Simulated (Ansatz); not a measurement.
Cartesian coordinates in Å:
```
C 1.880 1.705 -0.688
C 1.108 0.881 -0.245
Si -0.090 -0.332 0.431
O -1.108 -0.870 -0.734
H -0.808 0.356 1.532
H 0.643 -1.516 0.922
H -1.625 -0.225 -1.218
```

Total charge 0; spin multiplicity 2.

List the CAM-B3LYP/def2-TZVPP orbital energies in eV (Ansatz 0.2.0). (Best estimate.)

Computed: α occupied: -1801.99, -522.88, -280.81, -279.15, -146.45, -101.81, -101.78, -101.75, -30.00, -23.33, -18.30, -16.02, -13.68, -12.81, -12.70, -11.59, -10.91, -10.35, -10.11. α empty: 0.21, 0.91, 2.05, 2.37, 3.14, 3.26, 4.31, 4.95. β occupied: -1801.99, -522.88, -280.22, -279.14, -146.45, -101.81, -101.78, -101.75, -30.00, -22.68, -18.18, -15.85, -13.28, -12.82, -11.73, -10.92, -9.97, -9.76. β empty: -3.92, 0.53, 1.40, 2.16, 2.42, 3.15, 3.34, 4.31. ⟨S²⟩ = 0.778.
